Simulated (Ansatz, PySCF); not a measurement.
Molecule: MgI, charge 0, multiplicity 2. SMILES: [Mg][I]
Geometry: optimised at B3LYP-D3(BJ)/def2-TZVP (Ansatz, an electronic-structure program).

Quantity: size of the dipole moment, in D. Conventions: spin-orbit terms left out; LANL2DZ with its own core potentials from Na on; STO-3G and 3-21G all-electron and non-relativistic; def2 sets with scalar-relativistic core potentials past Kr; UHF or UKS for open shells; 6-31G* and kin with 6d, 5d where marked. First-principles rows: single points at B3LYP-D3(BJ) geometries (Ansatz).

```tsv
level	program	size of the dipole moment (D)
SVWN5/6-31G* with LANL2DZ past Ar	Ansatz	3.28
PBE/3-21G	Ansatz	3.14
PBE/def2-SVP	Ansatz	2.93
BP86/def2-SVP	PySCF	3.06
B3LYP/3-21G	Ansatz	3.43
M06-2X/6-31G* with LANL2DZ past Ar (5d)	PySCF	3.64
```

No value to compare with is used here. The 6 habitual levels span 2.93 (PBE/def2-SVP) to 3.64 D (M06-2X/6-31G* with LANL2DZ past Ar (5d)).

The levels are drawn from those run, B3LYP/6-31G* more often than the rest, none by its result; left out are runs that failed, that the program found above a lower state of the same kind, or whose <S^2> lies over 0.5 above the pure value.
